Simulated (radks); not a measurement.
Os4+, 72 electrons, occupied as [Xe] 4f14 5d3.5 6p0.5 (fractional occupations, a model configuration). Calculated with a radial shooting solver on a logarithmic mesh with Libxc functionals: scalar-relativistic Kohn-Sham, LDA (Slater exchange, Perdew-Wang correlation), spin-polarised, spherical densities, finite nucleus; open shells are filled with parallel spins first (spin-orbit coupling, left out, can overturn this in heavy ions); Fermi nuclear charge, rms radius 5.4126 fm.

Normalised radial functions P(r) = r R(r), r in bohr:

| r | 5p up |
|---|---|
| 0.001201 | 0.0027 |
| 0.00188 | 0.0057 |
| 0.002942 | 0.0120 |
| 0.004642 | 0.0252 |
| 0.007265 | 0.0509 |
| 0.01137 | 0.0977 |
| 0.0178 | 0.1711 |
| 0.02808 | 0.2549 |
| 0.04395 | 0.2674 |
| 0.06879 | 0.0789 |
| 0.1077 | -0.2838 |
| 0.1699 | -0.3259 |
| 0.2659 | 0.2986 |
| 0.4162 | 0.5126 |
| 0.6514 | -0.4451 |
| 1.028 | -1.0979 |
| 1.609 | -0.6347 |
| 2.518 | -0.1219 |
| 3.941 | -0.0054 |
| 6.218 | 0.0000 |

5p up: eigenvalue -99.516 eV, 3 radial nodes at r = 0.0764, 0.222, 0.548 bohr, <r> = 1.15 bohr, 90 % of the charge inside 1.66 bohr.
